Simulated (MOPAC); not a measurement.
Job for MOPAC: PM6 on AlO, 2S+1 = 2, a spin state set in the input, which need not be the lowest, a point of a bond scan (R = 1.583 Å).

```
PM6 1SCF PRECISE CHARGE=0 UHF MS=0.5 THREADS=1
AlO

O      0.00000000 1     0.00000000 1     0.00000000 1
Al     0.00000000 1     0.00000000 1     1.58258900 1
```

Program output:

```
*******************************************************************************
 **                                                                           **
 **                              MOPAC v23.2.5                                **
 **                                                                           **
 *******************************************************************************
 ** MOPAC's Digital Object Identifier: https://doi.org/10.5281/zenodo.6511958 **
 **                                                                           **
 ** Please cite the open-source release paper for use of this MOPAC version:  **
 ** J. E. Moussa and J. J. P. Stewart (2026)                                  **
 ** MOPAC: An open-source semiempirical molecular orbital program             **
 ** J. Open Source Softw., 11(119), 8025, https://doi.org/10.21105/joss.08025 **
 *******************************************************************************

                              PM6 CALCULATION RESULTS

 *******************************************************************************
 *  PM6        - The PM6 Hamiltonian to be used
 *  UHF        - UNRESTRICTED HARTREE-FOCK CALCULATION
 *
 *
 *
 *                 CHARGE ON SYSTEM = 0
 *
 *
 *
 *  MS=        - IN MECI, MAGNETIC COMPONENT OF SPIN =  0.5
 *  PRECISE    - TIGHTER CRITERIA TO BE USED
 *  1SCF       - DO 1 SCF AND THEN STOP
 *  THREADS=1  - MULTI-THREADING NOT USED
 *  T=         - A TIME OF 172800.0 SECONDS REQUESTED
 *  DUMP=N     - RESTART FILE WRITTEN EVERY 7200.0 SECONDS REQUESTED
 *******************************************************************************
PM6 1SCF PRECISE CHARGE=0 UHF MS=0.5 THREADS=1
 AlO

   ATOM   CHEMICAL          X               Y               Z
  NUMBER   SYMBOL      (ANGSTROMS)     (ANGSTROMS)     (ANGSTROMS)

     1       O          0.00000000  *   0.00000000  *   0.00000000  *
     2      Al          0.00000000  *   0.00000000  *   1.58258900  *



          CARTESIAN COORDINATES

    NO.       ATOM           X           Y           Z

     1         O          0.0000      0.0000      0.0000
     2        Al          0.0000      0.0000      1.5826

 General Reference for PM6:
 "Optimization of Parameters for Semiempirical Methods V: Modification of NDDO Approximations
 and Application to 70 Elements", J. J. P. Stewart, J. Mol. Mod., 13, 1173-1213 (2007)
 URL: https://link.springer.com/article/10.1007/s00894-007-0233-4

           Empirical Formula: O Al  =     2 atoms



      MOLECULAR POINT GROUP   :   C*v


          UHF CALCULATION, NO. OF ALPHA ELECTRONS =    5
                           NO. OF BETA  ELECTRONS =    4

 -------------------------------------------------------------------------------
 PM6 1SCF PRECISE CHARGE=0 UHF MS=0.5 THREADS=1
 AlO



     1SCF WAS SPECIFIED, SO BFGS WAS NOT USED
     SCF FIELD WAS ACHIEVED


                              PM6 CALCULATION
                                                       MOPAC v23.2.5 Linux




          FINAL HEAT OF FORMATION =          7.94763 KCAL/MOL =      33.25290 KJ/MOL


          COSMO AREA              =         78.79 SQUARE ANGSTROMS
          COSMO VOLUME            =         64.60 CUBIC ANGSTROMS

          IONIZATION POTENTIAL    =          9.988146 EV
          ALPHA SOMO LUMO (EV)    =         -9.988  1.225
          BETA  SOMO LUMO (EV)    =        -10.647 -2.153
          NO. OF ALPHA ELECTRONS  =          5
          NO. OF BETA  ELECTRONS  =          4
          MOLECULAR WEIGHT        =         42.9809         POINT GROUP:  C*v

          MOLECULAR DIMENSIONS (Angstroms)

            Atom       Atom       Distance
           Al     2    O     1     1.58259
           Al     2    O     1     0.00000
            O     1   Al     2     0.00000


          SCF CALCULATIONS        =          1





   ATOM   CHEMICAL          X               Y               Z
  NUMBER   SYMBOL      (ANGSTROMS)     (ANGSTROMS)     (ANGSTROMS)

     1       O          0.00000000  *   0.00000000  *   0.00000000  *
     2      Al          0.00000000  *   0.00000000  *   1.58258900  *

                             CARTESIAN COORDINATES

   1    O        0.000000000     0.000000000     0.000000000
   2   Al        0.000000000     0.000000000     1.582589000


           Empirical Formula: O Al  =     2 atoms



      MOLECULAR POINT GROUP   :   C*v


          ALPHA EIGENVALUES
 -26.16319 -15.17083 -11.33275 -11.33275  -9.98815   1.22546   1.22546   5.46549
 101.61869 101.61869 101.72670 101.72670 102.10270


           BETA EIGENVALUES
 -25.05443 -13.47876 -10.64727 -10.64727  -2.15280   1.54414   1.54414   6.15898
 102.38666 102.38666 104.73302 104.73302 105.81852


              NET ATOMIC CHARGES AND DIPOLE CONTRIBUTIONS

  ATOM NO.   TYPE          CHARGE      No. of ELECS.   s-Pop       p-Pop       d-Pop
    1          O          -0.551813        6.5518     1.88559     4.66623
    2         Al           0.551813        2.4482     1.23505     1.18284     0.03029
 DIPOLE           X         Y         Z       TOTAL
 POINT-CHG.     0.000     0.000     4.195     4.195
 HYBRID        -0.000     0.000     0.080     0.080
 SUM           -0.000     0.000     4.274     4.274


          ATOMIC ORBITAL ELECTRON POPULATIONS

     Atom    s        px        py        pz      x^2-y^2     xz        z^2       yz        xy
    1  O   1.88559   1.70869   1.70869   1.24884
    2 Al   1.23505   0.28352   0.28352   0.61580   0.00000   0.00779   0.01472   0.00779   0.00000


                    (SZ)    =    0.500000
                    (S**2)  =    0.772412


          ATOMIC ORBITAL SPIN POPULATIONS

    Atom   Total    s     px     py     pz   x^2-y^2  xz     z^2    yz     xy
         Atomic
    1  O  0.3527  0.023  0.059  0.059  0.211
    2 Al  0.6473  0.394 -0.058 -0.058  0.372  0.000 -0.001  0.000 -0.001  0.000

 **********************
 *                    *
 * JOB ENDED NORMALLY *
 *                    *
 **********************




 == MOPAC DONE ==
```

The run finished.

Cost: about 0.020 core-seconds (a rough figure).
